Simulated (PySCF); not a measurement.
All values below come from PBE-D3(BJ)/def2-TZVP // PBE0-D4/def2-SVP (PySCF 2.14.0). Isolated molecules, 0 K electronic values unless said otherwise. One relaxed conformer stands for a flexible species; it need not be the lowest. Excitations are Tamm–Dancoff values on a coarser integration grid. The basis has no diffuse functions, so Rydberg states are missing or too high.

Reference species (SMILES): `S[Si](S)(S)S` (neutral, multiplicity 1).

* **T1 excitation (TDA)**: 4.46 eV
* **LUMO**: -1.64 eV

Changed species: `[Si](CC)(CC)(CC)S` (1 of 4 C2H5 replaced by SH; the reference has 4 of 4 C2H5 replaced by SH).

### Question
Predict the effect on the T1 excitation (TDA) and LUMO.

### Answer
the T1 excitation (TDA) goes up by 0.78 eV, to 5.24 eV; the LUMO goes up by 1.35 eV, to -0.29 eV.
